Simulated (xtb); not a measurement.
Cl2In (SMILES [Cl][In+][Cl]), charge +1, singlet, from a rough starting geometry (GFN-xTB shapes and energies of metal compounds can be far from the true ones); GFN2-xTB (xtb).

The xtb input:
```
$ xtb mol.xyz --gfn 2 --chrg 1 --opt vtight --json

# file mol.xyz
3

In    -0.01080026    -0.00737989     0.02668809
Cl     1.62817865     0.41351594    -1.63021557
Cl    -1.55445130    -0.40245743     1.59557871
```

Problem. What does xtb print? Leave out banner, timings and long lists.

Solution. 
```
   ID    Z sym.   atoms
    1   49 In     1
    2   17 Cl     2, 3

           -------------------------------------------------
          |                Calculation Setup                |
           -------------------------------------------------

           -------------------------------------------------
          |                 G F N 2 - x T B                 |
           -------------------------------------------------

          ...................................................
          :                      SETUP                      :
          :.................................................:
          :  # basis functions                  30          :
          :  # atomic orbitals                  27          :
          :  # shells                            9          :
          :  # electrons                        16          :
          :  max. iterations                   250          :
          :  Hamiltonian                  GFN2-xTB          :
          :  restarted?                      false          :
          :  GBSA solvation                  false          :
          :  PC potential                    false          :
          :  electronic temp.          300.0000000     K    :
          :  accuracy                    1.0000000          :
          :  -> integral cutoff          0.2500000E+02      :
          :  -> integral neglect         0.1000000E-07      :
          :  -> SCF convergence          0.1000000E-05 Eh   :
          :  -> wf. convergence          0.1000000E-03 e    :
          :  Broyden damping             0.4000000          :
          :  net charge                          1          :
          :  unpaired electrons                  0          :
          ...................................................

 iter      E             dE          RMSdq      gap      omega  full diag
   1     -9.8863676 -0.988637E+01  0.463E+01    1.71       0.0  T
   2     -9.9384015 -0.520339E-01  0.223E+01    1.99       1.0  T
   3     -9.9359102  0.249124E-02  0.742E+00    2.13       1.0  T
   4     -9.9342949  0.161530E-02  0.302E+00    1.92       1.0  T
   5     -9.9400794 -0.578447E-02  0.631E-01    2.11       1.0  T
   6     -9.9402005 -0.121094E-03  0.865E-01    2.10       1.0  T
   7     -9.9402238 -0.232685E-04  0.527E-01    2.10       1.0  T
   8     -9.9402434 -0.196098E-04  0.203E-01    2.11       1.0  T
   9     -9.9402611 -0.177327E-04  0.851E-02    2.12       1.0  T
[...]
         :: total energy              -9.934577281283 Eh    ::
 * total energy  :    -9.9345773 Eh     change       -0.1705303E-12 Eh
 * total energy  :    -9.9353844 Eh     change       -0.8071580E-03 Eh
 * total energy  :    -9.9359881 Eh     change       -0.6036246E-03 Eh
 * total energy  :    -9.9360203 Eh     change       -0.3222203E-04 Eh
 * total energy  :    -9.9360209 Eh     change       -0.6639368E-06 Eh
 * total energy  :    -9.9360212 Eh     change       -0.2744752E-06 Eh
 * total energy  :    -9.9360212 Eh     change       -0.2548237E-09 Eh
   *** GEOMETRY OPTIMIZATION CONVERGED AFTER 7 ITERATIONS ***
         :: total energy              -9.936021224556 Eh    ::
[...]
        17                         -0.1958885              -5.3304
        18                         -0.1958885              -5.3304
        19                         -0.1946484              -5.2967
       ...                                ...                  ...
        27                          0.6649477              18.0941
      -------------------------------------------------------------
                  HL-Gap            0.0814335 Eh            2.2159 eV
             Fermi-level           -0.6165506 Eh          -16.7772 eV

     #   Z          covCN         q      C6AA      α(0)
     1  49 In       1.574     0.483   362.735    43.082
     2  17 Cl       0.787     0.258    91.655    14.645
     3  17 Cl       0.787     0.258    91.655    14.645

 Mol. C6AA /au·bohr⁶  :       1424.933708
 Mol. C8AA /au·bohr⁸  :     123573.129469
 Mol. α(0) /au        :         72.372662

Wiberg/Mayer (AO) data.
largest (>0.10) Wiberg bond orders for each atom

 ---------------------------------------------------------------------------
     #   Z sym  total        # sym  WBO       # sym  WBO       # sym  WBO
 ---------------------------------------------------------------------------
     1  49 In   2.402 --     2 Cl   1.201     3 Cl   1.201
     2  17 Cl   1.707 --     1 In   1.201     3 Cl   0.506
     3  17 Cl   1.707 --     1 In   1.201     2 Cl   0.506
 ---------------------------------------------------------------------------

Topologies differ in total number of bonds
Writing topology from bond orders to xtbtopo.mol

molecular dipole:
                 x           y           z       tot (Debye)
 q only:        0.039       0.002      -0.006
   full:        0.039       0.002      -0.006       0.100
molecular quadrupole (traceless):
                xx          xy          yy          xz          yz          zz
 q only:        2.116       1.794      -4.422      -7.091      -1.818       2.305
  q+dip:        3.311       2.807      -6.919     -11.097      -2.845       3.608
   full:        1.943       1.647      -4.060      -6.510      -1.669       2.117

optimized geometry written to: xtbopt.xyz

           -------------------------------------------------
          | TOTAL ENERGY               -9.936021224556 Eh   |
          | GRADIENT NORM               0.000066431660 Eh/α |
          | HOMO-LUMO GAP               2.215918949887 eV   |
           -------------------------------------------------

normal termination of xtb
```
